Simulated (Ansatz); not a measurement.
`Cl[SiH2]CI` + `C[SeH]` → `C[Se][SiH2]Cl` + `CI`  (ligand exchange at the Si–C bond)

Calculated with Ansatz (gas phase, PBE0-D4/def2-TZVP geometries, no zero-point term in ΔE). CCSD(T)/CBS is the MP2 limit (def2-TZVPP, def2-QZVPP) plus CCSD(T) − MP2 in def2-TZVPP, frozen cores. DFT in def2-TZVPP. Elements past krypton have def2 core potentials. For I, Se outer-core shells are correlated without core-valence functions, which leaves a few kJ/mol of doubt a bond. Scalar relativity is left out up to krypton. Each species was taken in one conformer, which may not be the lowest.

| level | ΔE (eV) |
| --- | --- |
| ωB97M-V | -0.67 |
| MP2/def2-TZVPP | -0.68 |
| CCSD/def2-TZVPP | -0.64 |
| CCSD/CBS(def2) | -0.68 |

Q: What does CCSD(T)/CBS give? (Estimate.)

A: Ansatz gave: -0.68 eV. The listed levels differ from it by 0.01, 0.00, 0.04, 0.00 eV.

Largest T1 diagnostic among the species: 0.009.
